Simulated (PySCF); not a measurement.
Excitation energy of F²⁺ by level of theory

F²⁺ [He] 2s2 2p3 (4S) → F²⁺ [He] 2s1 2p4 (4P), as a difference of total energies. All numbers are calculated (PySCF 2.14, the spin-free X2C one-electron Hamiltonian (Gaussian nucleus), in x2c-QZVPPall (7s4p3d2f1g, 57 functions)). Correlated levels: valence and next inner shell: nothing frozen. The calculations carry no spin-orbit coupling.

```tsv
method	excitation energy (eV)
UHF	18.911
MP2 (valence and next inner shell)	18.912
SCS-MP2 (valence and next inner shell)	18.933
CCSD (valence and next inner shell)	18.873
CCSD(T) (valence and next inner shell)	18.867
```

Problem. How much does correlation contribute at CCSD(T) (valence and next inner shell)?

Solution. 18.867 − (18.911) = -0.044 eV, measured against UHF.

A first-order spin-orbit estimate (lowest level to lowest level, LS coupling) adds -0.023 eV.
